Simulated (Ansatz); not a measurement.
Computed with Ansatz on PBE0-D4/def2-TZVP structures; ΔE is electronic, products minus reactants. CCSD(T)/CBS is the MP2 limit (def2-TZVPP, def2-QZVPP) plus CCSD(T) − MP2 in def2-TZVPP, frozen cores. This one scheme is used for every species. DFT in def2-TZVPP. One conformer a species, not always the lowest.

Reaction (ligand exchange at the Al–C bond): `[CH3][Al]([F])[CH2]N` + `N[SiH3]` → `[CH3][Al]([F])[NH][SiH3]` + CH₃NH₂

| level | ΔE (kcal/mol) |
| --- | --- |
| PBE-D4 | -29.0 |
| PBE0-D4 | -30.5 |
| ωB97X-V | -31.4 |
| r2SCAN | -31.6 |
| PBE0 | -30.1 |
| HF/def2-TZVPP | -34.6 |
| HF/def2-QZVPP | -34.9 |
| MP2/def2-QZVPP | -33.4 |

Task: What does CCSD(T)/CBS give? (Estimate.)

Result: Ansatz gave: -32.5 kcal/mol. The listed levels differ from it by 3.5, 2.0, 1.1, 0.9, 2.4, -2.1, -2.4, -0.9 kcal/mol.

Largest T1 diagnostic among the species: 0.011.

In def2-TZVPP, CCSD(T) changes the Hartree–Fock value by +1.8 kcal/mol (the triples alone add +0.3 kcal/mol) and MP2 by +1.2 kcal/mol. From PBE to PBE0 (25 % exact exchange), in def2-TZVPP and without D4, ΔE moves by −1.5 kcal/mol.

CCSD(T)/CBS has its own doubt, a few kJ/mol and more with outer-core shells, so smaller differences from it don't rank the levels.
